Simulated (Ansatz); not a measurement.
`O[SiH2][O][GeH2][OH]` + `F[SiH](F)[SiH3]` → `[OH][GeH2][SiH3]` + `O[SiH2]O[SiH](F)F`  (redistribution)

Gas-phase electronic energies from Ansatz, PBE0-D4/def2-TZVP geometries. CCSD(T)/CBS adds triple-zeta CCSD(T) − MP2 to the extrapolated MP2 energy (def2 sets, frozen cores). DFT in def2-TZVPP. For Ge outer-core shells are correlated without core-valence functions, which leaves a few kJ/mol of doubt a bond. Scalar relativity is left out up to krypton. Each species was taken in one conformer, which may not be the lowest.

`O[SiH2][O][GeH2][OH]`:

```xyz
11

O    -1.031    2.075    1.230
Si    0.145    1.528    0.223
O     0.428   -0.068    0.406
Ge   -0.267   -1.544   -0.286
O     0.731   -2.033   -1.661
H    -0.834    2.117    2.166
H     1.429    2.216    0.505
H    -0.369    1.821   -1.135
H    -1.651   -1.264   -0.876
H    -0.210   -2.584    0.840
H     1.629   -2.264   -1.411
```

`F[SiH](F)[SiH3]`:

Z-matrix (Å, degrees):
```
Si
F 1 1.593
Si 1 2.342 2 109.5
F 1 1.593 2 107.0 3 118.6
H 1 1.482 2 107.3 3 -126.5
H 3 1.486 1 109.0 2 178.9
H 3 1.485 1 110.0 2 58.5
H 3 1.486 1 109.1 2 -61.9
```

`[OH][GeH2][SiH3]`:

Cartesian coordinates in Å:
```
O -1.854 0.846 -0.632
Ge -0.426 0.827 0.449
Si 0.923 -1.089 -0.014
H -1.613 0.957 -1.554
H 0.374 2.136 0.255
H -1.039 0.802 1.857
H 2.138 -1.082 0.844
H 1.344 -1.061 -1.441
H 0.153 -2.335 0.236
```

`O[SiH2]O[SiH](F)F`:

Z-matrix (Å, degrees):
```
Si
O 1 1.641
O 1 1.634 2 111.2
H 1 1.481 2 106.0 3 -120.9
H 1 1.476 2 109.4 3 116.7
Si 2 1.601 1 153.2 3 -92.7
H 3 0.958 1 118.8 2 -74.6
F 6 1.580 2 109.2 1 -117.4
F 6 1.582 2 110.3 1 -0.2
H 6 1.465 2 111.8 1 121.8
```

| level | ΔE (eV) |
| --- | --- |
| PBE0-D4 | -1.06 |
| PBE | -1.00 |
| r2SCAN | -1.10 |
| HF/def2-TZVPP | -1.14 |
| MP2/def2-TZVPP | -1.09 |
| HF/def2-QZVPP | -1.15 |
| MP2/def2-QZVPP | -1.11 |
| MP2/CBS(def2) | -1.12 |

What does CCSD(T)/CBS give? (An estimate is asked.)

Computed: -1.10 eV. The listed levels differ from it by 0.04, 0.10, 0.00, -0.04, 0.01, -0.05, -0.01, -0.02 eV.

Largest T1 diagnostic among the species: 0.013.

In def2-TZVPP, CCSD(T) changes the Hartree–Fock value by +0.07 eV (the triples alone add +0.02 eV) and MP2 by +0.05 eV. From PBE to PBE0 (25 % exact exchange), in def2-TZVPP and without D4, ΔE moves by −0.07 eV.
